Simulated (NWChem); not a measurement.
TaHSOCl2; SMILES [OH][Ta](=[S])([Cl])[Cl]

```xyz
6

Ta     0.0271     0.0001    -0.1437
S      1.9680    -0.0013     0.7816
Cl    -1.0816    -1.9128     0.4871
Cl    -1.0796     1.9142     0.4869
O      0.2805    -0.0004    -1.9967
H      1.0334    -0.0037    -2.5976
```
Atoms are numbered in this order, from 1.

Program: NWChem. Coordinates come from a PBE0/def2-SVP optimisation. No frequency run checked for a minimum. def2 effective core potentials on Ta; no spin-orbit coupling. Level M06-2X/def2-SVP: energy and gradient on several grids; changes count from the extra-fine grid, which is no exact limit either.

```
grid     size of the energy change (μHa)  largest change of a gradient component (μHa/bohr)
-------  -------------------------------  -------------------------------------------------
xcoarse                            10000                                               3000
coarse                                80                                                300
medium                              < 10                                                 80
fine                                < 10                                                 30
xfine                               < 10                                               < 30
```
